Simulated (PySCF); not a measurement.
Predicted microwave data (PBE0-D3(BJ)/def2-SVP geometry optimisation, gas phase (PySCF 2.14.0)) for one isomer of C2H3BrF2:

| Property | Result |
| --- | --- |
| Rotational constants | A = 7315, B = 1541, C = 1320 MHz |
| Dipole components | \|μa\| = 0.31 D, \|μb\| = 1.28 D, \|μc\| = 0.35 D |
| Inertial defect | -14.10 u·Å² |
| κ | -0.93 |

**Question.** Which structure is it? (One computed conformer of each.)
A. `[F:1][CH:2]([F:3])[CH2:4][Br:5]` with F1–C2–C4–Br5 176° (2-bromo-1,1-difluoroethane)
B. `[F:1][CH2:2][C@H:3]([F:4])[Br:5]` with F1–C2–C3–F4 -66°

**Answer.** B. It is FC[C@H](F)Br, a near-prolate asymmetric top, point group C1. The candidates at the same level (rigid rotor, commonest isotopes):

```
      SMILES  A (MHz)  B (MHz)  C (MHz)  μa (D)  μb (D)  μc (D)  Δ (u·Å²)  point group                        rotor
FC[C@H](F)Br     7315     1541     1320    0.31    1.28    0.35    -14.10           C1  near-prolate asymmetric top
    FC(F)CBr     9042     1390     1251    0.20    1.35    0.35    -15.44           C1  near-prolate asymmetric top
```

`FC(F)CBr` has A 24 % too high. No structure here is proved a minimum.
